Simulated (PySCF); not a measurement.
**Magnetic susceptibility: `InChI=1S/C7H9/c1-4-5-6-7(2)3/h4H,1H2,2-3H3/q+1`, charge +1**

Geometry (Å), atoms numbered from 1 in this order:
```xyz
16

C     3.545    0.444    0.250
C     2.644    0.058   -0.670
C     1.281    0.105   -0.428
C     0.073    0.136   -0.220
C    -1.270    0.165    0.016
C    -2.207   -0.218   -1.040
C    -1.769    0.578    1.329
H     3.246    0.814    1.219
H     4.602    0.399    0.048
H     2.950   -0.309   -1.643
H    -3.055   -0.767   -0.629
H    -2.630    0.699   -1.468
H    -1.734   -0.772   -1.847
H    -1.118    1.309    1.808
H    -1.770   -0.302    1.984
H    -2.795    0.937    1.279
```

Total charge +1.

Level of theory: GIAO HF/pcSseg-1 magnetisability, rotational g tensor and spin-rotation constants, non-relativistic, gas phase in PySCF 2.14.0. Geometry: GFN2-xTB.

For an ion the centre-of-mass motion in the field is neglected.

(1) How diamagnetic is it, and how anisotropic?

(2) Split it along the inertial axes a, b, c into diamagnetic and paramagnetic parts about the centre of mass, with the quadrupole moment.

(3) And the rotational g tensor?

## Answers

(1) Isotropic -951 × 10⁻³⁰ J/T², or -57.3 × 10⁻⁶ cm³/mol; principal values -1201, -898, -755 × 10⁻³⁰ J/T², anisotropy 394 × 10⁻³⁰ J/T² (root of half the summed squared differences of the principal values). The susceptibility is in cgs units.

(2) 
| axis | χ (10⁻⁶ cm³/mol) | diamagnetic (10⁻⁶ cm³/mol) | paramagnetic (10⁻⁶ cm³/mol) | summed x² of all electrons (Å²) | quadrupole Θ (D Å) |
| --- | --- | --- | --- | --- | --- |
| a | -46.1 | -266.5 | 220.5 | 255.4 | +35.16 |
| b | -53.5 | -1133.8 | 1080.3 | 51.0 | -11.17 |
| c | -72.3 | -1300.0 | 1227.7 | 11.8 | -23.98 |

Anisotropies 2χaa − χbb − χcc = +33.7 and 2χbb − χaa − χcc = +11.3 × 10⁻⁶ cm³/mol. Θ is traceless in Buckingham's convention.

(3) 
```tsv
axis	rotational constant (GHz)	g	nuclear part	electronic part
a	7.1914	-0.0709	0.6740	-0.7449
b	1.1500	+0.0074	0.5911	-0.5836
c	1.0035	+0.0189	0.5977	-0.5788
```
Asymmetric top; isotopes 12C, 1H; no vibrational averaging.
